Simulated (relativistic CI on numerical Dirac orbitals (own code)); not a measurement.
# Calculated levels, Co XIII

Calculated at this level of theory: Dirac-Coulomb-Breit CI, orbitals from a KLI potential per configuration, model QED (radiative potential, 1s self-energy scaled to tabulated hydrogen-like ionisation energies), unscaled Slater integrals (own radial code, finite nucleus).

Configuration list (outside the closed core [Ne]): 3s²3p³, 3s3p⁴, 3s²3p²3d, 3p⁵, 3s3p³3d, 3p⁴3d, 3s3p²3d², 3s²3p²4s, 3s²3p3d4p, 3s²3p²4p, 3p⁴4s, 3p⁴4p, 3s3p²3d4s, 3s²3p3d², 3s²3d³, 3s3p3d³, 3s²3d²4s, 3s²3d²4p, 3p³3d², 3p²3d³, 3p²3d²4s, 3p²3d²4p, 3s²3p3d4s, 3s3p3d²4s, 3s²3d4s², 3s²3d4s4p. Double excitations out of closed p, d and f shells are left out; levels of such configurations are missing from the list, as are those of other unlisted configurations, and high levels can miss mixing partners.

The lowest level is 3s²3p³ ⁴S°3/2, with 94 % of that term; Hund's rules for 3s²3p³ give ⁴S° with J = 3/2, in agreement.

```
No.      Configuration  Term    J  E (cm⁻¹)   %  Landé g         jj configuration (%)
  1             3s²3p³   ⁴S°  3/2         0  94    1.977           3p1/2 3p3/2^2 (47)
  2             3s²3p³   ²D°  3/2     47401  83    0.883           3p1/2 3p3/2^2 (48)
  3             3s²3p³   ²D°  5/2     53392  97    1.199           3p1/2 3p3/2^2 (97)
  4             3s²3p³   ²P°  1/2     83558  96    0.665           3p1/2 3p3/2^2 (96)
  5             3s²3p³   ²P°  3/2     92021  80    1.273                 3p3/2^3 (80)
  6          3s3p⁴(3P)    ⁴P  5/2    294579  87    1.594              3s 3p3/2^2 (68)
  7          3s3p⁴(3P)    ⁴P  3/2    306340  87    1.729        3s 3p1/2 3p3/2^3 (74)
  8          3s3p⁴(3P)    ⁴P  1/2    311467  87    2.659              3s 3p3/2^4 (30)
  9          3s3p⁴(1D)    ²D  3/2    368431  74    0.814        3s 3p1/2 3p3/2^3 (45)
 10          3s3p⁴(1D)    ²D  5/2    371037  75    1.206        3s 3p1/2 3p3/2^3 (60)
 11          3p²(3P)3d    ²P  3/2    423278  51    1.321        3s 3p1/2 3p3/2^3 (29)
 12          3p²(3P)3d    ²P  1/2    429003  32    1.118              3s 3p3/2^2 (35)
 13          3s3p⁴(1S)    ²S  1/2    448368  53    1.545              3s 3p3/2^4 (42)
 14          3p²(3P)3d    ⁴F  3/2    461347  92    0.433           3p1/2^2 3d3/2 (45)
 15          3p²(3P)3d    ⁴F  5/2    465948  90    1.053       3p1/2 3p3/2 3d3/2 (55)
 16          3p²(3P)3d    ⁴F  7/2    472804  91    1.247       3p1/2 3p3/2 3d5/2 (67)
 17          3p²(1D)3d    ²F  5/2    479812  72    0.984       3p1/2 3p3/2 3d3/2 (65)
 18          3p²(3P)3d    ⁴F  9/2    481232  95    1.327           3p3/2^2 3d5/2 (50)
 19          3p²(3P)3d    ⁴D  1/2    483939  95    0.014       3p1/2 3p3/2 3d3/2 (75)
 20          3p²(3P)3d    ⁴D  7/2    484589  48    1.283       3p1/2 3p3/2 3d5/2 (58)
 21          3p²(3P)3d    ⁴D  3/2    485191  92    1.172       3p1/2 3p3/2 3d3/2 (41)
 22          3p²(3P)3d    ⁴D  5/2    490915  66    1.221       3p1/2 3p3/2 3d5/2 (50)
 23          3p²(1D)3d    ²F  7/2    502885  49    1.272           3p3/2^2 3d5/2 (89)
 24          3p²(1D)3d    ²G  7/2    540150  95    0.895       3p1/2 3p3/2 3d3/2 (47)
 25          3p²(1D)3d    ²G  9/2    544017  95    1.116       3p1/2 3p3/2 3d5/2 (50)
 26          3p²(3P)3d    ²P  3/2    547549  46    1.309       3p1/2 3p3/2 3d5/2 (34)
 27          3p²(3P)3d    ⁴P  5/2    558112  82    1.580       3p1/2 3p3/2 3d5/2 (47)
 28          3p²(1D)3d    ²P  1/2    562149  44    0.973           3p3/2^2 3d5/2 (29)
 29          3p²(3P)3d    ⁴P  3/2    563331  79    1.668       3p1/2 3p3/2 3d3/2 (34)
 30          3p²(3P)3d    ⁴P  1/2    567191  72    2.343           3p3/2^2 3d3/2 (52)
 31          3p²(1S)3d    ²D  3/2    574118  82    0.876           3p3/2^2 3d3/2 (35)
 32          3p²(1S)3d    ²D  5/2    587490  84    1.211           3p3/2^2 3d5/2 (52)
 33          3p²(1D)3d    ²D  3/2    605552  78    0.816       3p1/2 3p3/2 3d3/2 (36)
 34          3p²(1D)3d    ²D  5/2    606302  85    1.200           3p3/2^2 3d5/2 (37)
 35          3p²(1D)3d    ²P  1/2    623901  73    0.937       3p1/2 3p3/2 3d5/2 (74)
 36          3p²(3P)3d    ²F  5/2    630809  80    0.915       3p1/2 3p3/2 3d3/2 (39)
 37          3p²(1D)3d    ²S  1/2    633239  61    1.744       3p1/2 3p3/2 3d3/2 (31)
 38          3p²(1D)3d    ²P  3/2    634218  87    1.319           3p3/2^2 3d5/2 (52)
 39          3p²(3P)3d    ²F  7/2    636597  96    1.141       3p1/2 3p3/2 3d5/2 (55)
 40          3p²(3P)3d    ²D  5/2    662152  78    1.146           3p3/2^2 3d5/2 (59)
 41          3p²(3P)3d    ²D  3/2    663919  94    0.803           3p3/2^2 3d3/2 (47)
 42  3s3p³(4S°)<5S°>3d   ⁶D°  1/2    671891  99    3.329  3s 3p1/2 3p3/2^2 3d3/2 (53)
 43  3s3p³(4S°)<5S°>3d   ⁶D°  3/2    672218  99    1.864  3s 3p1/2 3p3/2^2 3d3/2 (47)
 44  3s3p³(4S°)<5S°>3d   ⁶D°  5/2    672738  98    1.654  3s 3p1/2 3p3/2^2 3d3/2 (36)
 45  3s3p³(4S°)<5S°>3d   ⁶D°  7/2    673475  98    1.584  3s 3p1/2 3p3/2^2 3d5/2 (31)
```

Energies count from the lowest computed level; ° marks odd parity. Percentages are summed over parent terms; the parents shown are those of the largest component, closed shells are left out there, and <> holds an intermediate term. Filled j subshells are mostly left out of the jj labels.

The mean weight of the leading LS term, summed over parents, in these 45 levels is 80 %, and that of the leading jj configuration (from the same eigenvectors) 52 %, so LS coupling describes them better.

At this charge energies of transitions that change n are usually good to better than 1 %, and those within a shell (Δn = 0) to a few per cent.

LS names give the leading component of a level, which can be under half, so a name can repeat, a term be missing and a line seem to break the LS rules.
